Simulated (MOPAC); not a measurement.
MOPAC input (PM3):

```
PM3 1SCF GEO-OK AUX(PRECISION=9) THREADS=1
CH2O

C     0.01425900 1   -0.00055500 1   -0.74078200 1
O     0.00715200 1    0.00561000 1    0.56769200 1
H     0.88752300 1    0.26011200 1    0.88741300 1
H    -1.03029300 1   -0.30166700 1   -0.98425100 1
```

From the output:

```
                                                       MOPAC v23.2.5 Linux

          FINAL HEAT OF FORMATION =         17.55017 KCAL/MOL =      73.42991 KJ/MOL

          COSMO AREA              =         62.85 SQUARE ANGSTROMS
          COSMO VOLUME            =         44.68 CUBIC ANGSTROMS

          IONIZATION POTENTIAL    =          9.127948 EV
          HOMO LUMO ENERGIES (EV) =         -9.128  0.138
          NO. OF FILLED LEVELS    =          6
          MOLECULAR WEIGHT        =         30.0262         POINT GROUP:  Cs

          MOLECULAR DIMENSIONS (Angstroms)

            Atom       Atom       Distance
            H     4    H     3     2.73802
            O     2    C     1     0.95853
            C     1    H     4     0.00000

          SCF CALCULATIONS        =          1

   ATOM   CHEMICAL          X               Y               Z
  NUMBER   SYMBOL      (ANGSTROMS)     (ANGSTROMS)     (ANGSTROMS)

     1       C          0.01425900  *  -0.00055500  *  -0.74078200  *
     2       O          0.00715200  *   0.00561000  *   0.56769200  *
     3       H          0.88752300  *   0.26011200  *   0.88741300  *
     4       H         -1.03029300  *  -0.30166700  *  -0.98425100  *

                             CARTESIAN COORDINATES

   1    C        0.014259000    -0.000555000    -0.740782000
   2    O        0.007152000     0.005610000     0.567692000
   3    H        0.887523000     0.260112000     0.887413000
   4    H       -1.030293000    -0.301667000    -0.984251000

           Empirical Formula: C H2 O  =     4 atoms

      MOLECULAR POINT GROUP   :   Cs

                  EIGENVALUES
 -39.27958 -23.66704 -17.52757 -16.04855 -14.84122  -9.12795   0.13811   2.87627
   4.24585   5.08436

              NET ATOMIC CHARGES AND DIPOLE CONTRIBUTIONS

  ATOM NO.   TYPE          CHARGE      No. of ELECS.   s-Pop       p-Pop
    1          C           0.020557        3.9794     1.70714     2.27231
    2          O          -0.185418        6.1854     1.78276     4.40265
    3          H           0.220355        0.7796     0.77964
    4          H          -0.055495        1.0555     1.05549
 DIPOLE           X         Y         Z       TOTAL
 POINT-CHG.     1.209     0.351     0.623     1.405
 HYBRID        -1.056    -0.297     0.878     1.405
 SUM            0.153     0.053     1.500     1.509

          ATOMIC ORBITAL ELECTRON POPULATIONS

     Atom    s        px        py        pz
    1  C   1.70714   1.07675   0.37687   0.81868
    2  O   1.78276   1.40727   1.66204   1.33334
    3  H   0.77964
    4  H   1.05549

 **********************
 *                    *
 * JOB ENDED NORMALLY *
 *                    *
 **********************

 == MOPAC DONE ==
```

The geometry given is a B3LYP-D3(BJ)/def2-TZVP minimum.
